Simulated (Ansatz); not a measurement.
`[NH2][Ti]([OH])([Cl])[Cl]` + H–F → `[OH][Ti]([F])([Cl])[Cl]` + NH₃ at 298.15 K and 1 bar (ligand exchange at a Ti–N bond).

Program: Ansatz. Geometries: PBE0-D4/def2-TZVP. ΔE: electronic, gas phase. CCSD(T)/CBS adds triple-zeta CCSD(T) − MP2 to the extrapolated MP2 energy (def2 sets, frozen cores). This one scheme is used for every species. For Ti outer-core shells are correlated without core-valence functions, which leaves a few kJ/mol of doubt a bond. Scalar relativity is left out up to krypton. Each species was taken in one conformer, which may not be the lowest.

```json
{"species": "`[NH2][Ti]([OH])([Cl])[Cl]`", "CCSD(T)/CBS energy (Eh)": "-1900.38547", "H − E (kJ/mol)": "130.9", "S (J/(mol·K))": "387.7"}
{"species": "H–F", "CCSD(T)/CBS energy (Eh)": "-100.39570", "H − E (kJ/mol)": "33.5", "S (J/(mol·K))": "173.6"}
{"species": "`[OH][Ti]([F])([Cl])[Cl]`", "CCSD(T)/CBS energy (Eh)": "-1944.30161", "H − E (kJ/mol)": "69.0", "S (J/(mol·K))": "371.4"}
{"species": "NH₃", "CCSD(T)/CBS energy (Eh)": "-56.50880", "H − E (kJ/mol)": "100.5", "S (J/(mol·K))": "192.4"}
```

H − E and S are ideal-gas, rigid-rotor, harmonic terms from PBE0-D4/def2-TZVP, for one conformer and one mirror image of each species. 1 Eh = 2625.50 kJ/mol, R = 8.31446 J/(mol·K).

Problem. By hand: ΔE, ΔH, ΔS and ΔG.

Solution. ΔE = (-1944.30161) + (-56.50880) − (-1900.38547) − (-100.39570) = -0.02924 Eh = -76.8 kJ/mol. Δ(H − E) = 69.0 + 100.5 − 130.9 − 33.5 = 5.1, so ΔH = -71.7 kJ/mol. ΔS = 371.4 + 192.4 − 387.7 − 173.6 = 2.5 J/(mol·K). ΔG = -71.7 − 298.15 × (2.5)/1000 = -72.4 kJ/mol.

Problem. By hand: the equilibrium constant, and the temperature at which ΔG would vanish if ΔH and ΔS stayed fixed.

Solution. log₁₀ K = −ΔG/(RT ln 10) = 12.7. ΔH and −TΔS have one sign here, so there is no such temperature.

The number of gas molecules stays the same, so ΔS is small and ΔH decides. A doubt of 5 kJ/mol in ΔE shifts log₁₀ K by 0.9 here. Other conformers and mirror images would add mixing entropy, several J/(mol·K) or more a flexible species. These are equilibria of isolated gas molecules and say nothing of rates. Largest T1 diagnostic: 0.024 (customary marks: 0.02 for closed shells, 0.045 for open ones).

ΔS is within the doubt of such terms, so its sign, and with it that verdict, could turn.
